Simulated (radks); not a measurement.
Spherical quantum dot in the effective-mass picture: electrons in a well V = -V0 / (1 + exp((r - R)/a)) with V0 = 4.7, R = 7.05, a = 0.65, with a point charge +1 (a donor) at the centre, all in effective atomic units (hartree* = m*/eps^2 hartree, bohr* = eps/m* bohr), one dielectric constant everywhere. Calculated with a radial shooting solver with Libxc functionals: non-relativistic Kohn-Sham, LDA (Slater exchange, Perdew-Wang correlation), spin-polarised, spherical densities. Levels are named by radial order and angular momentum (1s, 1p, 1d, 2s, ...), and open shells are averaged over m.

N = 22, configuration 1s2 1p6 1d10 2s(up 1, down 0) 1f(up 3, down 0). This is the lowest configuration that the search found. Occupied and some empty levels:

level,occupation,eigenvalue (hartree*),<r> (bohr*)
1s up,1,-0.61771,4.120
1s down,1,-0.59103,4.395
1p up,3,-0.54649,4.748
1p down,3,-0.52767,4.748
1d up,5,-0.44769,4.929
2s up,1,-0.43131,2.337
1d down,5,-0.42887,4.926
2s down,0,-0.32824,2.404
1f up,3,-0.31433,5.082
1f down,0,-0.29531,5.081
1g up,0,-0.14984,5.221
1g down,0,-0.13072,5.223
2p up,0,-0.059364,3.668
2p down,0,-0.033311,3.762

Energy (hartree*): total -54.9552, kinetic 6.2564, external -102.18, Hartree 46.425, exchange-correlation -5.4591.

Electron density:

r (bohr*),n(r) (e/bohr*^3)
0.439,0.1270
0.928,0.04920
1.42,0.02081
1.91,0.01095
2.39,0.008929
2.88,0.01117
3.37,0.01639
3.86,0.02332
4.35,0.02937
4.84,0.03062
5.33,0.02467
5.82,0.01429
6.30,0.005559
6.79,0.001413
7.28,0.0002430
7.77,0.00003113
8.26,3.350e-06
8.75,3.322e-07
9.24,3.244e-08
9.73,3.193e-09
